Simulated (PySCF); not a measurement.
Species: C4H13GaO.
Bonds: C1–C2, C2–Ga3, Ga3–O4, O4–C5, O4–C6. Hydrogens: H7, H8, H9 on C1; H10, H11 on C2; H12, H13 on Ga3; H14, H15, H16 on C5; H17, H18, H19 on C6.

The calculation used core-valence-separated Tamm–Dancoff BHandHLYP/aug-pcX-1 (pcseg-1 on H, def2-SVPD on Ga) in PySCF, non-relativistic, gas phase, PBE0-D3(BJ)/def2-SVP geometry.

Computed oxygen K-edge spectrum, Gaussian lines of 0.4 eV full width, highest printed point 100; it ends one width below the last computed root. The energies are unshifted.

| photon energy (eV) | absorption |
| --- | --- |
| 533.7 | 0 |
| 533.8 | 1 |
| 533.9 | 3 |
| 534.0 | 7 |
| 534.1 | 13 |
| 534.2 | 16 |
| 534.3 | 15 |
| 534.4 | 9 |
| 534.5 | 5 |
| 534.6 | 4 |
| 534.7 | 10 |
| 534.8 | 28 |
| 534.9 | 59 |
| 535.0 | 91 |
| 535.1 | 100 |
| 535.2 | 79 |
| 535.3 | 45 |
| 535.4 | 21 |
| 535.5 | 15 |
| 535.6 | 22 |
| 535.7 | 31 |
| 535.8 | 31 |
| 535.9 | 23 |
| 536.0 | 12 |
| 536.1 | 7 |
| 536.2 | 9 |
| 536.3 | 15 |

Question: Where are the maxima, and which lines make them up?

Answer: 3 maxima:
- 534.2 eV: O4 (oxygen bonded to 2 C and Ga), 534.22 eV, f = 0.007, 100 % of the height at the exact maximum
- 535.1 eV: O4 (oxygen bonded to 2 C and Ga), 535.09 eV, f = 0.035, 80 % of the height at the exact maximum; O4 (oxygen bonded to 2 C and Ga), 535.02 eV, f = 0.009, 20 % of the height at the exact maximum
- 535.8 eV: O4 (oxygen bonded to 2 C and Ga), 535.75 eV, f = 0.014, 100 % of the height at the exact maximum

Roots within 0.03 eV on the same or equivalent atoms count as one line; shares under 12 % aren't listed.

Vibrational structure and lifetime widths aren't in the curve. The ionisation threshold wasn't computed; near and above it a finite basis only mimics Rydberg series and continuum. Relativistic effects, spin–orbit coupling among them, are left out although an element past zinc is present.

The values belong to the conformer `[CH3:1][CH2:2][GaH2-:3][O+:4]([CH3:5])[CH3:6]`: C1–C2–Ga3–O4 -55°, C2–Ga3–O4–C5 -64°.
